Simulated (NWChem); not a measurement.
# C2H4BF2N; SMILES C(=N\B(F)F)/C

```xyz
10

C     -0.5831     2.3620     0.0000
C      0.6478     1.5127     0.0000
N      0.6895     0.2611     0.0000
B      0.0238    -0.9620     0.0000
F     -0.2613    -1.5917     1.1350
F     -0.2613    -1.5917    -1.1350
H     -1.4963     1.7519     0.0000
H     -0.5820     3.0223    -0.8828
H     -0.5820     3.0223     0.8828
H      1.6034     2.0750     0.0000
```
Atoms are numbered in this order, from 1.

Level: PBE0/def2-SVP (NWChem), optimised geometry, unscaled harmonic frequencies. 

**Question.** List the harmonic frequencies with IR intensities, and the thermochemistry.

**Answer.** 
```csv
frequency (cm⁻¹),IR intensity (km/mol)
67,4.6
87,1.0
133,0.5
240,0.2
443,10.6
511,14.5
553,7.9
648,72.5
768,1.8
824,2.5
945,40.2
1093,0.3
1125,13.9
1331,250.2
1370,46.2
1412,320.3
1429,0.6
1441,31.8
1490,208.6
1960,504.4
3043,51.1
3055,4.5
3140,1.6
3186,5.1
```

```json
{
 "zero_point_energy": "43.3 kcal/mol",
 "thermal correction to the enthalpy at 298.15 K (with zero-point energy)": "48.1 kcal/mol",
 "heat capacity Cv": "21.2 cal/(mol K)",
 "entropy at 298.15 K and 1 atm (symmetry number 1)": "82.1 cal/(mol K)",
 "dipole_moment": "3.63 D"
}
```

Rigid rotor and harmonic oscillator; modes under 100 cm⁻¹ make the entropy uncertain.
